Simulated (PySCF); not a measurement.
A species of formula C7H5FO2 has this rotational fingerprint, computed with PBE0/def2-SVPD in PySCF (dipole) on a GFN2-xTB geometry, gas phase:

| Property | Result |
| --- | --- |
| Rotational constants | A = 3902, B = 779.3, C = 649.6 MHz |
| Dipole components | \|μa\| = 0.03 D, \|μb\| = 1.53 D, \|μc\| = 0.00 D |
| Inertial defect | 0.00 u·Å² |
| κ | -0.92 |

Problem. Which structure is it? (One computed conformer of each.)
A. `[O:1]=[C:2]([OH:3])[c:4]1[cH:5][cH:6][cH:7][c:8]([F:9])[cH:10]1` with O1–C2–O3–H 0°, O1–C2–C4–C5 0° (3-fluorobenzoic acid)
B. `[CH2:1]=[CH:2][c:3]1[cH:4][cH:5][o:6][c:7]1[C:8](=[O:9])[F:10]` with C1–C2–C3–C4 0°, O6–C7–C8–O9 180°
C. `[O:1]=[C:2]([OH:3])[c:4]1[cH:5][cH:6][c:7]([F:8])[cH:9][cH:10]1` with O1–C2–O3–H 0°, O1–C2–C4–C5 0°
D. `[CH2:1]=[CH:2][c:3]1[cH:4][c:5]([F:6])[o:7][c:8](=[O:9])[cH:10]1` with C1–C2–C3–C4 0°

Solution. C. It is O=C(O)c1ccc(F)cc1, a near-prolate asymmetric top, point group Cs. The candidates at the same level (rigid rotor, commonest isotopes):

```
            SMILES  A (MHz)  B (MHz)  C (MHz)  μa (D)  μb (D)  μc (D)  Δ (u·Å²)  point group                        rotor
  C=Cc1ccoc1C(=O)F     2018     1205    754.6    3.93    2.62    0.00      0.00           Cs               asymmetric top
 O=C(O)c1cccc(F)c1     2659    942.4    695.8    0.61    0.01    0.00      0.00           Cs               asymmetric top
C=Cc1cc(F)oc(=O)c1     1966     1112    710.4    5.11    1.47    0.00      0.00           Cs               asymmetric top
 O=C(O)c1ccc(F)cc1     3902    779.3    649.6    0.03    1.53    0.00      0.00           Cs  near-prolate asymmetric top
```

`O=C(O)c1cccc(F)c1` has A 32 % too low; `C=Cc1ccoc1C(=O)F` has B 55 % too high; `C=Cc1cc(F)oc(=O)c1` has A 50 % too low. In the right answer the mirror of this Cs structure is the ab plane, so μc vanishes by symmetry (the 0.01 D computed is a residue). No structure here is proved a minimum.
